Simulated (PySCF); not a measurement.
Shieldings and the share of exact exchange

Molecule: SMILES C(C#N)[SiH2][SiH3], C$_{2}$H$_{7}$NSi$_{2}$.

Structure with atom numbers: `[N:1]#[C:2][CH2:3][SiH2:4][SiH3:5]`. Each H is labelled by its parent atom.

GIAO shieldings (ppm, equivalent atoms averaged) in PySCF 2.14 on the PBE0-D3(BJ)/def2-SVP geometry, basis pcSseg-2, gas phase, non-relativistic:

```tsv
functional	exact exchange (%)	σ(C3)	σ(Si4)
BLYP	0	176.3	375.3
BP86	0	180.4	388.9
PBE	0	180.8	391.1
B3LYP	20	181.3	388.3
PBE0	25	186.4	406.3
BHandHLYP	50	187.5	406.5
HF	100	196.4	439.4
```

Q: Fit each shielding as a line in the percentage of exact exchange.

A: σ(C3) = 179.4 + 0.17 x (rms 1.8 ppm); σ(Si4) = 384.6 + 0.53 x (rms 6.4 ppm). The functionals also differ in their semilocal parts, which the line can't hold; Hartree–Fock has no correlation at all.

Q: What does the line predict for mPW1PW91 (25 %), and what does the run give?

A: σ(C3): 183.7 predicted, 185.6 computed; σ(Si4): 397.9 predicted, 404.1 computed ppm.
